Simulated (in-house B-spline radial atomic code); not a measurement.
Rb. Computed with a B-spline radial atomic code. Model: non-relativistic spherical atom: semilocal Troullier-Martins pseudo-atom, one channel per l, against all electrons, high spin, G0W0 and RPA with empty states to l = 8, local potential for every l without a channel, a model core (radius 0 = none) keeps its share of the functional.

Without relativity these are model numbers for so heavy an element.

What the tables leave out is listed at the end.

The pseudopotential gives back the lowest level of each angular momentum of its own functional in the configuration it was made in; a second state of the same l is only approximately right. Exact exchange, RPA and GW see the smooth pseudo-orbitals and miss the exchange with the core, for which the functional's share stands in. The column with an uncorrelated core keeps all orbitals and exact exchange, and so separates missing core correlation from pseudisation. Only the three outermost levels and the lowest empty one were computed. RPA here is direct RPA, with no exchange kernel, and its energies carry an (l + 1/2)⁻⁴ tail. A hybrid on a potential with a model core restores only its own semilocal share of the core's exchange.

Command:
```bash
python run_psgw.py task.json out
```
Settings (lengths in bohr, energies in hartree):
```
Z                      37
electrons              37
configuration          [Kr] 5s1
generated_in           [Kr] 5s1
functional             pbe,pbe
core_shells            5
radius_factor          0.9
core_correction        True
ion_configuration      [Ar] 3d10 4s2 4p6
```

Time taken, with all properties: 76 s on 1 thread of Arm Neoverse N1, on a shared host.

Given: made with PBE; model core radius 0.245 bohr; local radius 1.093 bohr; mean-field start PBE0.

Valence shells of the generating configuration: 3d, 4s, 4p, 5s.

Channel: s 1.159, p 1.306, d 1.055 (radii in bohr).

Computed: largest level miss in the spin-unpolarised generating configuration 0.015 eV; valence RPA correlation energy all-electron orbitals -1.1043 hartree; valence RPA correlation energy pseudo -1.3145 hartree; all-electron RPA polarisability, core included 156.33 bohr³; ionisation by mean-field pseudo minus all 0.014 eV; ionisation by RPA all-electron 4.4213 eV; ionisation by RPA pseudo minus all 0.015 eV.

```tsv
level	occupied	mean-field all-electron (eV)	mean-field pseudo minus all (eV)	G0W0 all-electron (eV)	G0W0 uncorrelated core minus all (eV)	G0W0 pseudo minus all (eV)	exchange self-energy all-electron (eV)	exchange self-energy pseudo (eV)
5s up	1	-2.8266	-0.011	-4.3496	-0.002	-0.03	-5.4365	-5.3214
5s down (empty)	0	-1.0449	-0.007	-0.40181	-0.002	-0.023	-0.85353	-0.72295
```

**Question.** What is the pseudo-atom RPA polarisability?

**Answer.** 155.66 bohr³.

**Question.** What is the ionisation by mean-field all-electron?

**Answer.** 4.1387 eV.

Among the listed levels the largest G0W0 shift of the pseudo-atom is -0.03 eV, for 5s up on the PBE0 start, while leaving the core uncorrelated moves that level by 0.00 eV. The rest, -0.03 eV, comes from pseudisation and the lost core exchange. Not in the tables (levels of low weight, unsolved or above zero; the highest and the empty levels are kept at any weight): on PBE, a start not tabulated, the G0W0 levels 5s up (pseudo minus all -0.04 eV, weights 0.59 and 0.60), 4p down (pseudo minus all -0.93 eV, weights 0.09 and 0.07), 4p up (pseudo minus all -0.06 eV, weights 0.09 and 0.12), 5s down (pseudo minus all -0.03 eV, weights 0.72 and 0.71); on PBE0 the G0W0 levels 4p down (pseudo minus all -0.59 eV, weights 0.10 and 0.04), 4p up (pseudo minus all -0.59 eV, weights 0.10 and 0.04); no Hartree-Fock pseudo-atom is run with a model core.
